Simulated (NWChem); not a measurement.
GaPH$_{4}$O$_{2}$; SMILES [OH][Ga]([OH])[PH2]

Program: NWChem. All runs use the structure optimised with PBE0/def2-SVP. Gas phase, vertical. One conformer.

CAM-B3LYP/def2-SVPD, TDA puts singlet state 1 at 6.15 eV with oscillator strength 0.131.

**Question.** Give the wavelength, the transition dipole and the radiative lifetime of that state in vacuum.

**Answer.** 
1. λ = 1239.84/6.15 = 202 nm, or 49600 cm⁻¹.
2. f = (2/3) ΔE μ² in atomic units, so μ = √(1.5 f/ΔE) = 0.93 a.u. = 2.37 D.
3. τ = 1.499 s cm⁻² / (f ν²) = 4.7 ns, for a non-degenerate state that emits at the vertical energy.
